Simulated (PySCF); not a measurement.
Species: ClH6NSi2.
Numbering: `[NH2:1][SiH2:2][SiH2:3][Cl:4]` (hydrogens: H5, H6 on N1; H7, H8 on Si2; H9, H10 on Si3)

Method: EOM-IP-CCSD/aug-cc-pVDZ in PySCF, restricted Hartree–Fock reference, frozen core, non-relativistic, gas phase, PBE0-D3(BJ)/def2-SVP geometry.

The vertical ionisation energies are 9.69, 10.39, 11.29, 12.26, 12.48, 13.19, 13.40, 14.00 eV.

Q: Which Hartree–Fock orbital leads each hole, and what is its Koopmans value −ε?

A: 
| leading hole (HF orbital) | Koopmans (eV) | EOM-IP-CCSD (eV) | change (eV) | one-hole share |
| --- | --- | --- | --- | --- |
| HOMO | 10.58 | 9.69 | -0.89 | 0.95 |
| HOMO-1 | 11.35 | 10.39 | -0.96 | 0.95 |
| HOMO-2 | 12.14 | 11.29 | -0.85 | 0.95 |
| HOMO-3 | 13.20 | 12.26 | -0.94 | 0.95 |
| HOMO-4 | 13.42 | 12.48 | -0.94 | 0.94 |
| HOMO-5 | 14.15 | 13.19 | -0.96 | 0.94 |
| HOMO-6 | 14.32 | 13.40 | -0.92 | 0.94 |
| HOMO-7 | 15.22 | 14.00 | -1.22 | 0.93 |

Q: Does the order of the lines follow the orbital energies?

A: Yes, no two lines change places. The corrections run from -1.22 to -0.85 eV, with a mean of -0.96 eV over the 8 lines; no line lies above its Koopmans value.

Q: At what kinetic energies would He II light (40.81 eV) eject these electrons?

A: 31.12 eV (HOMO), 30.42 eV (HOMO-1), 29.52 eV (HOMO-2), 28.55 eV (HOMO-3), 28.33 eV (HOMO-4), 27.62 eV (HOMO-5), 27.41 eV (HOMO-6), 26.81 eV (HOMO-7).

One root was sought for each valence orbital with −ε under 21 eV, eight at most, so deeper holes and satellites are missing; no vibrational structure.

Shape of the structure used: `[NH2:1][SiH2:2][SiH2:3][Cl:4]`: N1–Si2–Si3–Cl4 -44°, H–N1–Si2–Si3 -178°, H–N1–Si2–Si3 42°.

One conformer stands for the species.
